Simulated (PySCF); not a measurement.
A structure optimised at PBE0-D3(BJ)/def2-SVP, used in a PySCF frequency run:

```
C
F 1 1.3251
F 1 1.3251 2 109.44
F 1 1.3351 2 108.19 3 -117.68
C 1 1.5109 2 109.71 4 -121.91
F 5 1.3109 1 114.36 2 -174.25
F 5 1.3109 6 112.49 1 132.64
```
Charge 0, spin multiplicity 2.

Task: Write its SMILES, formula and point group.

Result: F[C](F)C(F)(F)F, C₂F₅, Cs

Task: What are its rotational constants (standard atomic weights)?

Result: 3.7784, 2.4216, 1.9885 GHz
